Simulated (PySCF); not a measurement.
# Core-level binding energies of `Nc1csnc1F`

Compound: C₃H₃FN₂S.
Bonds: N1–C2, C2–C3 (aromatic), C3–S4 (aromatic), S4–N5 (aromatic), N5–C6 (aromatic), C6–F7, C2–C6 (aromatic). Hydrogens: H8, H9 on N1; H10 on C3.

Computed with PySCF, delta-SCF UKS SCAN, pcX-2 on the ionised atom, pcseg-1 elsewhere, spin-free X2C. Binding energies are ΔSCF values: E(core-ionised, relaxed orbitals) − E(ground state) at a fixed geometry, referred to the vacuum level.

Q: Give the core binding energies atom by atom.

A: 
| atom(s) | bonded to | level | binding energy (eV) | above the level's lowest (eV) | count |
| --- | --- | --- | --- | --- | --- |
| C3 | S (aromatic in the SMILES), C (aromatic in the SMILES) and H | C 1s | 290.78 | 0.00 | 1 |
| C2 | N and 2 C (aromatic in the SMILES) | C 1s | 292.15 | +1.37 | 1 |
| C6 | F, N (aromatic in the SMILES) and C (aromatic in the SMILES) | C 1s | 293.51 | +2.73 | 1 |
| N5 | S (aromatic in the SMILES) and C (aromatic in the SMILES) | N 1s | 405.09 | 0.00 | 1 |
| N1 | C and 2 H | N 1s | 406.06 | +0.97 | 1 |
| F7 | C | F 1s | 693.35 | 0.00 | 1 |
| S4 | N (aromatic in the SMILES) and C (aromatic in the SMILES) | S 1s | 2478.66 | 0.00 | 1 |

The listed C 1s values span 2.73 eV, from C3 (bonded to S (aromatic in the SMILES), C (aromatic in the SMILES) and H) to C6 (bonded to F, N (aromatic in the SMILES) and C (aromatic in the SMILES)). Summing the Pauling electronegativity differences to the bonded atoms, each weighted by its formal bond order, gives -0.30 for the lowest site and +2.17 for the highest; no listed site has a larger sum than the highest.

The listed N 1s values span 0.97 eV, from N5 (bonded to S (aromatic in the SMILES) and C (aromatic in the SMILES)) to N1 (bonded to C and 2 H). Summing the Pauling electronegativity differences to the bonded atoms, each weighted by its formal bond order, gives -1.43 for the lowest site and -2.17 for the highest; the largest sum, -1.43, belongs to N5, 0.97 eV below the top. The smallest sum, -2.17, belongs to N1, 0.97 eV above the lowest.

Q: What is the longest wavelength that can ionise C 1s of C6 vertically?

A: λ = hc/E = 12398.42 eV Å / 293.51 eV = 42.242 Å.

Not every level is listed. Geometry: GFN2-xTB; no solvent, vibrations or thermal averaging.

The run took 1.9 min wall on one thread, Arm Neoverse N1, no GPU, shared host.

Conformer computed: `[NH2:1][c:2]1[cH:3][s:4][n:5][c:6]1[F:7]`: H–N1–C2–C3 162°, H–N1–C2–C3 24°.
